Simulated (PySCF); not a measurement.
Computed IR spectrum (relative IR intensity) of a molecule C4H7Br. Coordinates come from a r2SCAN-D4/def2-SVP optimisation. The values are those of a single conformer. These are r2SCAN-D4/def2-SVP (PySCF 2.14.0) values and carry that method's errors. Frequencies are harmonic and unscaled.

```
ν (cm⁻¹)  relative intensity
--------  ------------------
481                       26
816                      9.7
870                      3.0
937                       10
1019                      22
1060                      14
1114                      10
1199                     100
1332                     2.4
1395                     7.0
1419                      15
1447                     7.9
1464                      13
1479                     8.2
3032                      36
3124                      16
3126                     2.1
3131                      28
3140                      15
3236                     2.5
```

Which molecule gave these data?
A. CC1(Br)CC1
B. C[C@H]1C[C@@H]1Br
C. BrC1CCC1
D. BrCC1CC1

A, CC1(Br)CC1
